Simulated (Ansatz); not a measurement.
Reaction (isomerisation): `CO[SiH2]CN` → `CO[SiH](C)N`

Computed with Ansatz on PBE0-D4/def2-TZVP structures; ΔE is electronic, products minus reactants. CBS: MP2 limit from def2 TZ/QZ plus the TZ coupled-cluster correction, frozen cores. DFT in def2-TZVPP. Each species was taken in one conformer, which may not be the lowest.

CCSD(T)/CBS gives -39.2 kcal/mol.

Problem. Another level gave -40.0 kcal/mol. Which?
A. MP2/def2-TZVPP
B. PBE/def2-TZVPP
C. PBE0-D4/def2-TZVPP
D. B2PLYP/def2-TZVPP

Solution. A. MP2/def2-TZVPP -40.0, B2PLYP -38.8, PBE0-D4 -37.8, PBE -36.6 kcal/mol.

Largest T1 diagnostic among the species: 0.010.

From PBE to PBE0 (25 % exact exchange), in def2-TZVPP and without D4, ΔE moves by −1.0 kcal/mol.
